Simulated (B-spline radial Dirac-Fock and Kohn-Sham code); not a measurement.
The computed values come from a B-spline atomic structure program: configuration-average Dirac-Fock orbitals.

Q: This computed X-ray form factor belongs to an atom or ion in its tabulated ground configuration. Which?

| sin θ/λ (Å⁻¹) | f₀ |
| --- | --- |
| 0.07 | 29.616 |
| 0.08 | 29.500 |
| 0.25 | 25.909 |
| 0.43 | 20.913 |
| 0.62 | 16.177 |
| 0.75 | 13.485 |
| 0.9 | 11.004 |
| 1.08 | 8.879 |
| 1.87 | 5.361 |

A: Kr⁶⁺, with 30 electrons in [Ar] 3d10 4s2. f₀ tends to the number of electrons as s goes to zero, which the first rows give only roughly, and the rate of fall reflects the nuclear charge, 36.

Q: This computed X-ray form factor belongs to an atom or ion in its tabulated ground configuration. Which?

```
sin θ/λ (Å⁻¹)     f₀
         0.03  8.994
         0.08  8.958
         0.16  8.832
         0.58  7.108
         0.72  6.321
          1.1  4.295
         1.37  3.208
          1.7  2.327
         2.62  1.383
```

A: Ca¹¹⁺, with 9 electrons in [He] 2s2 2p5. f₀ tends to the number of electrons as s goes to zero, which the first rows give only roughly, and the rate of fall reflects the nuclear charge, 20.
